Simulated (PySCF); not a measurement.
## CeCl: from constants to spectrum

UHF-SCS-MP2 constants of CeCl, quartet, about 1.1 electrons in the 4f shell (Mulliken), real f orbitals that mix terms (Ce x2c-SVPall, Cl x2c-SVPall; spin-free X2C with a Gaussian nucleus (PySCF 2.14); masses 139.9054 and 34.9689 u):

| Property | Result |
| --- | --- |
| ωe | 344.2 cm⁻¹ |
| ωexe | 0.81 cm⁻¹ |
| Be | 0.095097 cm⁻¹ |
| αe | 0.000317 cm⁻¹ |

(1) What force constant and bond length do these constants imply?

(2) Estimate the centrifugal constant D from the Kratzer relation and find the Dunham coefficient a1.

Correlated steps freeze 23 core orbitals. Spin–orbit coupling is left out, which matters for elements this heavy, above all for dissociation energies. With d or f electrons several states lie close, and the lowest PBE0 determinant need not be the measured ground state.

Answers

(1) Reduced mass μred = 27.976 u; k = 5.8918×10⁻⁷·μred·ωe² (u, cm⁻¹, mdyn/Å) = 1.95 mdyn/Å; Re = √(16.8576/(μred·Be)) (u, cm⁻¹, Å) = 2.517 Å.

(2) D = 4Be³/ωe² = 2.9e-08 cm⁻¹; a1 = −1 − αeωe/(6Be²) = -3.01.
